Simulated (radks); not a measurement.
The numbers below are computed, except where a source is named.
Ionisation of the sulfur ion S+, [Ne] 3s2 3p3, to [Ne] 3s2 3p2 as the strength of local exchange is varied. Code: a radial shooting solver on a logarithmic mesh with Libxc functionals. Model: Dirac Kohn-Sham, Slater X-alpha exchange (alpha = 2/3 is LDA exchange), no correlation, spin-unpolarised, spherical densities, point nucleus; open shells fill j = l - 1/2 first.

alpha = 0.662: E(S+) (hartree) -396.05780; exchange (hartree) -22.51639; IE (eV) 20.906; -e of the level emptied (eV) 15.470 (3p3/2); <r> of it (bohr) 1.919
alpha = 0.667: E(S+) (hartree) -396.22790; exchange (hartree) -22.69435; IE (eV) 20.972; -e of the level emptied (eV) 15.531 (3p3/2); <r> of it (bohr) 1.917
alpha = 0.673: E(S+) (hartree) -396.43209; exchange (hartree) -22.90807; IE (eV) 21.052; -e of the level emptied (eV) 15.604 (3p3/2); <r> of it (bohr) 1.914
alpha = 0.726: E(S+) (hartree) -398.23947; exchange (hartree) -24.80326; IE (eV) 21.762; -e of the level emptied (eV) 16.262 (3p3/2); <r> of it (bohr) 1.891
alpha = 0.965: E(S+) (hartree) -406.47233; exchange (hartree) -33.51424; IE (eV) 25.108; -e of the level emptied (eV) 19.385 (3p3/2); <r> of it (bohr) 1.795
alpha = 1.024: E(S+) (hartree) -408.52550; exchange (hartree) -35.70611; IE (eV) 25.970; -e of the level emptied (eV) 20.196 (3p3/2); <r> of it (bohr) 1.773

NIST Atomic Spectra Database: 23.338 eV (measured). The Delta-SCF value meets it near alpha = 0.84. Spin polarisation and multiplet splitting are left out, so open shells lie too high by an amount that depends on their filling.

Beside tabulated values, note that spin-unpolarised runs miss the spin-polarisation part of the exchange energy of open shells.
